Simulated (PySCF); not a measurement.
HCl2HfO (SMILES [OH][Hf+]([Cl])[Cl]), charge +1, singlet, at a GFN2-xTB geometry (such geometries of metal compounds can be far from the true shape) (the multiplicity is a formal guess) (core potentials on Hf).

Here is a job for PySCF.
```python
from pyscf import gto, scf, dft

mol = gto.M(
    atom='''
Hf    0.262805   -0.174646   -0.079199
Cl   -1.765701   -0.978754    0.317014
Cl   -0.154209    1.910895   -0.707713
O     1.430908   -0.324711    1.334596
H     2.269273   -0.674202    1.667476
''',
    basis='def2-tzvp',
    ecp={'Hf': 'def2-tzvp'},
    charge=1,
    spin=0,
    verbose=5,
)

mf = dft.UKS(mol)
mf.xc = 'b3lyp'
mf = mf.density_fit(auxbasis='def2-universal-jkfit')
mf.kernel()
```

What does this run give for the Mulliken (on the basis functions themselves) charges in atom order, HOMO-LUMO gap, nuclear repulsion energy, number of basis functions, total energy, HOMO energy?


```
Quantity                                                                                                        Value
------------------------------------------------------------------  -------------------------------------------------
Mulliken (on the basis functions themselves) charges in atom order  Hf1 1.49, Cl2 -0.14, Cl3 -0.14, O4 -0.59, H5 0.38
HOMO-LUMO gap                                                                                                 5.09 eV
nuclear repulsion energy                                                                                  222.1678 Eh
number of basis functions                                                                                         151
total energy                                                                                            -1044.2675 Eh
HOMO energy                                                                                                 -14.08 eV
```

Roughly what does it cost on one core?

very roughly 18 core-seconds.
